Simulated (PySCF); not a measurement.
## Calculated data, AlH₄N

Calculation on a computer-drawn molecule: vertical ionisation energy to the stated ion spin, frozen-core CCSD(T) at the basis limit and cheaper methods, single-reference cases, UHF for radicals, no spin-orbit; all values are single points at the evaluated structure, the first of each entry, which is the reference or a displaced copy of it and isn't optimised; the reference structure only sets the zero of the energies above reference; triples share is (T) over the correlation energy. Program: PySCF 2.14.0.

Common to all runs: charge 0; multiplicity 1; ion multiplicity 2; diffuse functions no; basis cc-pV(n+d)Z; reference is the Hartree-Fock double-zeta minimum; best is HF at quadruple zeta + MP2 correlation extrapolated from triple and quadruple zeta + CCSD(T) minus MP2 at triple zeta; basis step is the size of the change from the same recipe one zeta lower.

(1) AlH₄N

Evaluated structure:
```xyz
6
AlH4N
N      0.4184     0.4994     1.3197
Al     1.9627     0.7723     2.0084
H     -0.4450     1.0852     1.5112
H      0.2009    -0.1116     0.5238
H      1.9933     1.8381     3.1147
H      3.2464    -0.1285     1.5478
```

Reference structure:
```xyz
6
AlH4N
N      0.3971     0.5293     1.3036
Al     1.9678     0.8001     2.0579
H     -0.4494     1.0140     1.5377
H      0.2117    -0.1334     0.5737
H      2.0780     1.8878     3.1967
H      3.1978    -0.0566     1.5627
```

* ionisation energy best: 10.37 eV
* ionisation energy basis step: 0.04712 eV
* energy above reference best: 3.653 kcal/mol
* energy above reference basis step: 0.02242 kcal/mol
* ionisation energy Koopmans at triple zeta: 11.1 eV
* ionisation energy EOM CCSD at triple zeta: 10.24 eV
* total energy HF triple zeta: -298.7491 hartree
* total energy CCSD(T) triple zeta: -299.0921 hartree
* total energy best: -299.1365 hartree
* T1 diagnostic at triple zeta: 0.01111
* D1 diagnostic at triple zeta: 0.02961
* ion T1 diagnostic at triple zeta: 0.009012
* ion D1 diagnostic at triple zeta: 0.02041
* ion spin squared at triple zeta: 0.7588
* triples share at triple zeta: 0.03134
* basis functions triple zeta: 125
* dipole magnitude HF at triple zeta: 1.436 debye
* dipole magnitude CCSD unrelaxed at triple zeta: 1.524 debye
* dipole magnitude PBE at triple zeta: 1.652 debye
* dipole magnitude r2SCAN at triple zeta: 1.625 debye
* dipole magnitude B3LYP at triple zeta: 1.569 debye
* dipole magnitude wB97X at triple zeta: 1.536 debye

Drawn bonds:
```
atom  other atom  order
   1           2      1
   1           3      1
   1           4      1
   2           5      1
   2           6      1
```

Triple zeta:
```
 method  ionisation energy (eV)  energy above reference (kcal/mol)
     HF                   8.681                              4.607
    PBE                   9.895                              2.978
 r2SCAN                   10.01                               3.32
  B3LYP                   10.28                              3.437
  wB97X                   10.25                              3.496
    MP2                   10.33                              3.724
   CCSD                   10.09                               3.68
CCSD(T)                    10.2                              3.552
```

(2) AlH₄N

Evaluated structure:
```xyz
6
AlH4N
N      0.4184     0.4994     1.3197
Al     1.9627     0.7723     2.0084
H     -0.4450     1.0852     1.5112
H      0.2009    -0.1116     0.5238
H      1.9933     1.8381     3.1147
H      3.3038    -0.1688     1.5273
```

Reference structure:
```xyz
6
AlH4N
N      0.3971     0.5293     1.3036
Al     1.9678     0.8001     2.0579
H     -0.4494     1.0140     1.5377
H      0.2117    -0.1334     0.5737
H      2.0780     1.8878     3.1967
H      3.1978    -0.0566     1.5627
```

* ionisation energy best: 10.4 eV
* ionisation energy basis step: 0.04665 eV
* energy above reference best: 5.389 kcal/mol
* energy above reference basis step: 0.007189 kcal/mol
* ionisation energy Koopmans at triple zeta: 11.14 eV
* ionisation energy EOM CCSD at triple zeta: 10.27 eV
* total energy HF triple zeta: -298.7462 hartree
* total energy CCSD(T) triple zeta: -299.0893 hartree
* total energy best: -299.1337 hartree
* T1 diagnostic at triple zeta: 0.01124
* D1 diagnostic at triple zeta: 0.0296
* ion T1 diagnostic at triple zeta: 0.009354
* ion D1 diagnostic at triple zeta: 0.02244
* ion spin squared at triple zeta: 0.7588
* triples share at triple zeta: 0.03144
* basis functions triple zeta: 125
* dipole magnitude HF at triple zeta: 1.528 debye
* dipole magnitude CCSD unrelaxed at triple zeta: 1.604 debye
* dipole magnitude PBE at triple zeta: 1.726 debye
* dipole magnitude r2SCAN at triple zeta: 1.706 debye
* dipole magnitude B3LYP at triple zeta: 1.649 debye
* dipole magnitude wB97X at triple zeta: 1.62 debye

Drawn bonds:
```
atom  other atom  order
   1           2      1
   1           3      1
   1           4      1
   2           5      1
   2           6      1
```

Triple zeta:
```
 method  ionisation energy (eV)  energy above reference (kcal/mol)
     HF                   8.714                              6.456
    PBE                   9.864                              4.379
 r2SCAN                   9.985                              4.976
  B3LYP                   10.14                              5.179
  wB97X                   10.27                              5.251
    MP2                   10.36                              5.579
   CCSD                   10.11                              5.404
CCSD(T)                   10.22                              5.249
```
